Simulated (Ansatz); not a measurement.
Reaction (ligand exchange at a B–N bond): `CN([SiH3])B[SiH3]` + CH₃SH → `CSB[SiH3]` + `CN[SiH3]`

Program: Ansatz. Geometries: PBE0-D4/def2-TZVP. ΔE: electronic, gas phase. CCSD(T)/CBS is the MP2 limit (def2-TZVPP, def2-QZVPP) plus CCSD(T) − MP2 in def2-TZVPP, frozen cores. This one scheme is used for every species. DFT in def2-TZVPP. One conformer a species, not always the lowest.

(1) Is it downhill or uphill in electronic energy at CCSD(T)/CBS, and by how much? (An estimate is asked.)

(2) What do these levels give: r2SCAN-D4, PBE0-D4, ωB97X-V, CCSD(T)/def2-TZVPP, MP2/def2-QZVPP, SCS-MP2/def2-QZVPP? (An estimate is asked.)

Largest T1 diagnostic among the species: 0.015.

Results:

(1) The calculation gave: Uphill: ΔE = +29.4 kJ/mol.

(2) Computed: r2SCAN-D4 21.5, PBE0-D4 24.1, ωB97X-V 28.9, CCSD(T)/def2-TZVPP 31.7, MP2/def2-QZVPP 28.3, SCS-MP2/def2-QZVPP 29.8 kJ/mol.

In def2-TZVPP, CCSD(T) changes the Hartree–Fock value by +5.5 kJ/mol (the triples alone add −0.3 kJ/mol) and MP2 by +3.2 kJ/mol. The D4 term adds +7.0 kJ/mol with B3LYP and +4.0 kJ/mol with PBE0; it sums over pairs of atoms, weighted by their polarisabilities, and B3LYP, whose exchange is more repulsive, gets the larger term.

B3LYP here is the variant with VWN-RPA as its local correlation; programs differ in this.
